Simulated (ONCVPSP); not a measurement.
## u(r) = r·R(r): atom against pseudo-atom (hafnium (Hf))

Columns: radius, all-electron u(r) and pseudo u(r) of the 5d shell (level -2.69 eV) of hafnium in the configuration [Kr] 4d10 4f14 5s2 5p6 5d2 6s2; PBE, scalar-relativistic, ONCV scheme, ONCVPSP 4.0.1.

```csv
r (bohr),all-electron,pseudo
0.103,0.1711,0.0009
0.205,0.0374,0.0068
0.308,-0.1949,0.0220
0.410,-0.2704,0.0492
0.513,-0.2062,0.0902
0.615,-0.0748,0.1436
0.718,0.0753,0.2085
0.820,0.2151,0.2806
0.923,0.3363,0.3573
1.025,0.4338,0.4328
1.128,0.5103,0.5038
1.230,0.5666,0.5647
1.332,0.6066,0.6129
1.435,0.6332,0.6464
1.538,0.6488,0.6646
1.640,0.6555,0.6694
1.743,0.6556,0.6646
1.845,0.6504,0.6543
1.948,0.6413,0.6420
2.050,0.6294,0.6294
2.153,0.6153,0.6153
2.255,0.5998,0.5998
2.358,0.5832,0.5832
2.460,0.5661,0.5661
2.562,0.5487,0.5487
2.665,0.5310,0.5309
```

Question: How many radial nodes do the two functions have?

Answer: The all-electron 5d function has n − l − 1 = 2; the pseudo-wave has 0, since the states of the same l below it are removed with the core.

Question: At about which radius was the pseudo-wave matched?

Answer: 2.05 bohr, where the columns begin to agree (steps of 0.10 bohr).

Question: Where does each function peak?

Answer: Outermost all-electron maximum near 1.74 bohr, pseudo maximum near 1.64 bohr (to the table’s step).

Question: Is the pseudo-wave norm-conserving?

Answer: Yes: the ONCV scheme keeps the norm inside the radius equal to the all-electron one, which fixes the energy derivative of the logarithmic derivative at the level.
